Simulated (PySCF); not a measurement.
C3H5AlClF, SMILES [CH2]([Al]([Cl])[F])C=C.

Coordinates come from a PBE0-D3(BJ)/def2-SVP optimisation. The structure was generated by enumeration; whether it is a known compound was not checked. One conformer was computed; it need not be the lowest.

Method: PBE/def2-TZVP run with PySCF.

The molecule is in vacuum.

The total energy comes out as -919.46155 hartree. The highest occupied level is -6.31 eV. The lowest empty level comes out as -2.11 eV and the orbital gap comes out as 4.20 eV. The dipole moment is 2.76 D and the quadrupole, principal values (traceless, Buckingham form, about the centre of nuclear charge) is -4.32, -2.34, 6.66 D·Å. The mean static polarisability is 71.4 bohr³ (10.58 Å³) and the polarisability, principal values comes out as 63.6, 69.1, 81.6 bohr³.
